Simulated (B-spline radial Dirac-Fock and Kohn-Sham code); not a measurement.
**Dipole and non-dipole photoemission parameters of Cr⁺ 3d5/2**

System: the Cr⁺ ion, configuration [Ar] 3d5; threshold 13.56 eV (orbital energy of the model). Method: Dirac-Hartree-Slater photoionisation with a Latter tail; cross sections with all multipoles, angular parameters from the dipole term and its interference with E2. Computed with a radial atomic solver.

For linearly polarised light dσ/dΩ = σ/(4π) [1 + β P₂(cos θ) + (δ + γ cos²θ) sin θ cos φ], with θ from the polarisation vector and φ the angle between the beam and the projection of the electron momentum on the plane normal to the polarisation.

```tsv
hν (eV)	σ (kb)	β	γ	δ
87	2030	0.873	0.022	0.016
100	1580	0.947	0.028	0.017
185	405	1.182	0.083	0.025
258	166	1.236	0.133	0.030
324	86.2	1.242	0.178	0.035
535	18.2	1.169	0.304	0.049
758	5.66	1.060	0.396	0.065
800	4.70	1.041	0.411	0.068
946	2.62	0.977	0.453	0.079
986	2.26	0.961	0.464	0.082
1000	2.15	0.955	0.468	0.083
1020	2.00	0.948	0.473	0.085
1030	1.94	0.944	0.475	0.086
1253.6	0.952	0.867	0.525	0.102
1310	0.811	0.850	0.536	0.106
1460	0.543	0.808	0.564	0.117
2910	0.0370	0.566	0.741	0.216
3220	0.0244	0.534	0.764	0.236
3730	0.0133	0.488	0.794	0.266
3990	0.0100	0.468	0.806	0.281
6000	?	?	?	?
8047.8	0.000488	0.313	0.874	0.477
8540	0.000376	0.305	0.881	0.497
8790	0.000331	0.302	0.884	0.508
8940	0.000308	0.299	0.886	0.514
9251.7	0.000264	0.295	0.890	0.526
11800	8.94e-05	0.258	0.921	0.623
12800	6.19e-05	0.243	0.927	0.659
13100	5.57e-05	0.238	0.929	0.670
15000	3.00e-05	0.210	0.925	0.737
```

Q: Give the values at 6000 eV.

A: σ = 0.00175 kb, β = 0.363, γ = 0.851, δ = 0.386.
